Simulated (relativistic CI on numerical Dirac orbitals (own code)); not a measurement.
Spin-allowed bands of a d7 ion in an octahedral site, by hand

Problem. Take Δ = 7380 cm⁻¹ and B = 820 cm⁻¹ for a high-spin d7 ion in an octahedral site. Calculate the three spin-allowed bands.

Working.
1. The terms of highest spin are 4F (energy 0) and 4P (15B = 12300 cm⁻¹). Here the F term splits into A2 at +1.2Δ = 8856, T2 at +0.2Δ = 1476 and T1 at −0.6Δ = -4428 cm⁻¹.
2. The two T1 states mix through the element 0.4Δ: H = [[-4428, 2952], [2952, 12300]], with roots ½(H₁₁ + H₂₂) ∓ ½√[(H₂₂ − H₁₁)² + 4H₁₂²] = ½(7872) ∓ ½(17739) = -4934 and 12806 cm⁻¹.
3. The ground term is 4T1 at -4934 cm⁻¹.
4. Bands: 4T2 6410 cm⁻¹ (1560 nm), 4A2 13790 cm⁻¹ (725 nm), 4T1(P) 17739 cm⁻¹ (564 nm).

Check. Exact diagonalisation of the whole d7 shell with these parameters gives 4T2 6410, 4A2 13790, 4T1 17739 cm⁻¹. The match is exact, since without spin-orbit coupling no other term has this spin. The ratio of the second band to the first, 2.151, depends on Δ/B = 9.0 alone, which is how a Tanabe-Sugano diagram is read.
